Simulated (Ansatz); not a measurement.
Relaxation of C₂H₆BrGeN (11 atoms, charge 0, multiplicity 1), to a largest force component of 0.015 eV/Å in at most 40 steps.

The calculation used RKS revPBE-D4/def2-SVP (Ansatz 0.2.0).

```xyz
11
Properties=species:S:1:pos:R:3:forces:R:3
C -0.992 0.326 -1.090 -2.18 2.35 0.12
C 0.298 -0.001 -0.485 -0.21 0.41 1.20
N 1.290 -0.105 -1.479 3.67 0.03 -0.56
Ge 0.889 -1.820 -0.631 -1.45 -1.13 -1.61
Br 2.576 -2.499 0.705 0.82 -0.37 0.46
H -1.070 1.481 -1.288 0.26 -1.43 0.18
H -1.862 0.097 -0.436 0.06 -0.10 -0.11
H -1.117 -0.141 -2.078 -0.02 -0.24 -0.15
H 0.613 0.470 0.458 -0.43 0.24 0.36
H 2.236 0.142 -1.026 -1.16 -0.16 -0.87
H 0.329 -2.742 -1.857 0.64 0.42 0.98
```

Task: Where does it end, and by what steps?

Result: It converged. After 12 steps the energy has fallen by 0.510 eV; H11 moved furthest, 0.40 Å.

| step | energy less start (eV) | largest force component (eV/Å) | accepted |
| --- | --- | --- | --- |
| 0 | 0.0000 | 3.674 | yes |
| 1 | -0.4288 | 0.991 | yes |
| 2 | -0.4752 | 0.139 | yes |
| 3 | -0.4831 | 0.196 | yes |
| 4 | -0.4897 | 0.190 | yes |
| 5 | -0.4959 | 0.243 | yes |
| 6 | -0.5021 | 0.299 | yes |
| 7 | -0.4613 | 0.886 | no |
| 8 | -0.5090 | 0.111 | yes |
| 9 | -0.5091 | 0.105 | yes |
| 10 | -0.5094 | 0.085 | yes |
| 11 | -0.5074 | 0.175 | no |
| 12 | -0.5097 | 0.007 | yes |

```xyz
11
Properties=species:S:1:pos:R:3
C -1.069 0.438 -1.066
C 0.258 -0.054 -0.528
N 1.371 -0.161 -1.523
Ge 0.971 -1.852 -0.777
Br 2.463 -2.601 0.855
H -1.010 1.532 -1.264
H -1.888 0.262 -0.340
H -1.326 -0.055 -2.024
H 0.517 0.354 0.472
H 2.236 0.298 -1.203
H 0.667 -2.955 -1.808
```

Run time: 47 s on 2 threads of Arm Neoverse V1 (shared host), peak memory 0.2 GiB.
